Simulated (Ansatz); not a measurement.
AlFH4SSi can be A, `[F][Al]([SiH3])[SH]`, or B, `[F][AlH][S][SiH3]`.

Calculated with Ansatz (gas phase, PBE0-D4/def2-TZVP geometries, no zero-point term in ΔE). CCSD(T)/CBS is the MP2 limit (def2-TZVPP, def2-QZVPP) plus CCSD(T) − MP2 in def2-TZVPP, frozen cores. Functionals use def2-TZVPP. B3LYP here is the variant with VWN-RPA as its local correlation; programs differ in this. Each species was taken in one conformer, which may not be the lowest.

Question: Which is lower in electronic energy at CCSD(T)/CBS, and by how much? (Best estimate.)

Answer: The calculation gave: B, by 12.2 kcal/mol.

Question: Give E(B) − E(A) in kcal/mol with LDA (SPW92), ωB97M-V, r2SCAN-D4, B2PLYP, CCSD/def2-TZVPP, B3LYP-D4, CCSD(T)/def2-TZVPP. (Estimate.)

Answer: Computed: LDA (SPW92) -9.0, ωB97M-V -13.1, r2SCAN-D4 -11.3, B2PLYP -11.7, CCSD/def2-TZVPP -11.1, B3LYP-D4 -11.2, CCSD(T)/def2-TZVPP -11.2. None reverses the order clearly.

Question: Does the order hold for the free energy at 298.15 K (harmonic terms from PBE0-D4)? (Best estimate.)

Answer: Ansatz gave: Yes: G(B) − G(A) = -11.7 kcal/mol, for one conformer each. Modes under 60 cm⁻¹, often nearly free rotors, make the harmonic entropy too high.

Largest T1 diagnostic: 0.013.

At CCSD(T), def2-SVP lies +2.8 kcal/mol from the extrapolated value and def2-TZVPP +1.1 kcal/mol. From PBE to PBE0 (25 % exact exchange), in def2-TZVPP and without D4, E(B) − E(A) moves by −1.3 kcal/mol.
